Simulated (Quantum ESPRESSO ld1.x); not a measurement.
Problem. The silicon ion Si3+, 11 electrons, occupied as [Ne] 3s0.5 3p0.5 (fractional occupations, a model configuration). All-electron calculation, scalar-relativistic Kohn-Sham, LDA (Slater exchange, Perdew-Wang correlation), spin-polarised, spherical densities, point nucleus; open shells are filled with parallel spins first. Program: ld1.x of Quantum ESPRESSO 7.5. Some entries of the table are withheld. Estimate them.

| orbital | occ. | eigenvalue (hartree) | r(max) (bohr) | <r^2> (bohr^2) |
|---|---|---|---|---|
| 1s up | 1 | -66.7650 | 0.073 | 0.01678 |
| 1s down | 1 | -66.7579 | 0.073 | 0.01678 |
| 2s up | 1 | -6.46098 | 0.457 | 0.3862 |
| 2s down | 1 | -6.45166 | 0.457 | 0.3849 |
| 2p up | 3 | -4.87859 | (1) | 0.3609 |
| 2p down | 3 | -4.86799 | (2) | 0.3587 |
| 3s up | 0.5 | -1.49865 | 1.62 | 3.834 |
| 3s down | 0 | -1.41199 | 1.62 | 3.891 |
| 3p up | 0.5 | (3) | 1.78 | 4.710 |
| 3p down | 0 | (4) | 1.78 | 4.893 |

Solution. 
(1) 2p up r(max) (bohr): 0.386
(2) 2p down r(max) (bohr): 0.386
(3) 3p up eigenvalue (hartree): -1.17827
(4) 3p down eigenvalue (hartree): -1.09513
